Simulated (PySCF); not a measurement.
**Relaxation of singlet BiOF**

Level of theory: PBE0/[Bi def2-SVP with ECP60, O def2-SVP, F def2-SVP], scalar-relativistic core potentials, density fitting, no spin–orbit coupling, PySCF. A (50,194) grid was used.

A start at the PBE0 minimum, of Cs symmetry, held to at least that symmetry:

```xyz
3
charge 0 multiplicity 1, angstrom
Bi   -0.0272    0.0000   -0.1777
O    -1.4745    0.0000    1.0180
F     1.5406    0.0000    1.0977
```

Optimiser trace:
```
step  E − E(last) (kJ/mol)  largest gradient (Eh/bohr)
   0                  2.83                     0.02321
   1                  0.49                     0.00961
   2                  0.00                     0.00088
   3                  0.00                     0.00004
```

It ends at Cs with Bi–F 2.045 Å, Bi–O 1.912 Å; F–Bi–O 102.3° (after a last refinement on a finer grid). A frequency run shows a minimum. Other isomers or separated fragments may lie lower.

With an element this heavy the missing spin–orbit coupling can shift these numbers.
